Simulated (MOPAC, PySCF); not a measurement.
[V(=O)(Cl)3], neutral singlet in the gas phase. 

Cartesian coordinates (Å):
```xyz
5

V     -0.0100    -0.0119    -0.0191
O     -0.2258     1.0804     1.0727
Cl    -0.2086    -1.9331     0.9193
Cl    -1.5054     0.2671    -1.5347
Cl     1.9619     0.2436    -0.8289
```
Charge 0, spin multiplicity 1.

All levels are single points at this geometry (TPSS-D3(BJ)/def2-SVP); Pople sets use spherical d functions. Orbital energies aren't observables, and empty levels follow the basis.

B3LYP/LANL2DZ in PySCF gives dipole (D) = 0.39.

**Question.** Estimate the dipole (D) from each of these levels: B3LYP-D3(BJ)/def2-TZVP in PySCF; PBE-D3(BJ)/def2-TZVP in PySCF; TPSSh-D3(BJ)/def2-TZVP in PySCF; B3LYP/3-21G in PySCF; B3LYP/6-31G* (LANL2DZ on V) in PySCF; BP86/6-31G* (LANL2DZ on V) in PySCF; M06-2X/6-31G* (LANL2DZ on V) in PySCF; PBE/6-31G* (LANL2DZ on V) in PySCF; SVWN5/6-31G* (LANL2DZ on V) in PySCF; HF/3-21G in PySCF; HF/6-31G* (LANL2DZ on V) in PySCF; PM7 in MOPAC.

**Answer.** 
```
level                                  dipole (D)
-------------------------------------  ----------
B3LYP-D3(BJ)/def2-TZVP in PySCF              0.69
PBE-D3(BJ)/def2-TZVP in PySCF                0.67
TPSSh-D3(BJ)/def2-TZVP in PySCF              0.64
B3LYP/3-21G in PySCF                         0.20
B3LYP/6-31G* (LANL2DZ on V) in PySCF         0.37
BP86/6-31G* (LANL2DZ on V) in PySCF          0.37
M06-2X/6-31G* (LANL2DZ on V) in PySCF        0.10
PBE/6-31G* (LANL2DZ on V) in PySCF           0.35
SVWN5/6-31G* (LANL2DZ on V) in PySCF         0.47
HF/3-21G in PySCF                            0.47
HF/6-31G* (LANL2DZ on V) in PySCF            0.19
PM7 in MOPAC                                 1.31
```
